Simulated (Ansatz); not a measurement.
Two spin states of BH-, each at its own minimum; 2S+1 = 2, 4 were tried, and our sources give no spin for the ground state.

```tsv
level	energy of the multiplicity-4 state above the multiplicity-2 state (eV)
PBE/def2-TZVPP	0.622
PBE0/def2-TZVPP	0.587
wB97X-V/def2-TZVPP	0.968
CCSD/def2-TZVPP	0.699
CCSD(T)/def2-TZVPP	0.733
```

The rows run from 0.587 (PBE0/def2-TZVPP) to 0.968 eV (wB97X-V/def2-TZVPP). The 3 functionals in def2-TZVPP without D3 or D4 span 0.381, from PBE0 to wB97X-V.

Each state is the lowest solution found for its spin in def2 and cc sets.

Frozen-core correlation.

Doubts at one or more of the structures used: a spin-contaminated determinant (CCSD/def2-TZVPP, CCSD(T)/def2-TZVPP); T1 above 0.05 (CCSD/def2-TZVPP, CCSD(T)/def2-TZVPP).

Run with Ansatz (Gaussian orbitals). Each number belongs to the level named beside it.

Ansatz is a first-principles code.
